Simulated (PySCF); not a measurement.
GeHO, SMILES [OH+]=[Ge] (connectivity only; charge and spin as stated), charge +1, multiplicity 1. The structure is a stationary point at ωB97X-D3(BJ)/def2-TZVP. The isomer is the one that the SMILES or the coordinates give; other isomers of the formula were not compared.

Calculation: ωB97X-D3(BJ)/def2-TZVP run with PySCF 2.14.0.

Harmonic wavenumbers (cm⁻¹): 180, 180, 912, 3855. Rotational constants (GHz): 12.11 (linear); symmetry number 1.

### Question
Work out the zero-point energy and the ideal-gas rigid-rotor harmonic-oscillator thermochemistry at 298.15 K and 1 atm.

### Answer
ZPE = ½ Σ hcν = ½ × 5127 cm⁻¹ = 30.66 kJ/mol. H − E(el) = 42.59 kJ/mol. Entropy in J/(mol K): translation 164.82, rotation 60.20, vibration 20.05, total 245.06. G − E(el) = -30.48 kJ/mol. Cp = 46.75 J/(mol K).
